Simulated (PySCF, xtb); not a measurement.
C3H6OSi, SMILES [SiH3][C@@H]1C=CO1.

GFN2-xTB (xtb) at its own geometry gives an orbital gap of 4.73 eV and a dipole moment of 1.28 D.

Geometry: B3LYP-D3(BJ)/def2-SVP. The structure was generated by enumeration; whether it is a known compound was not checked.

Q: What does r2SCAN/def2-TZVP (PySCF) give? (Estimate from the structure and the level; the computed values follow.)

A: gap 5.26 eV (levels -5.74 and -0.48 eV), dipole 1.12 D.
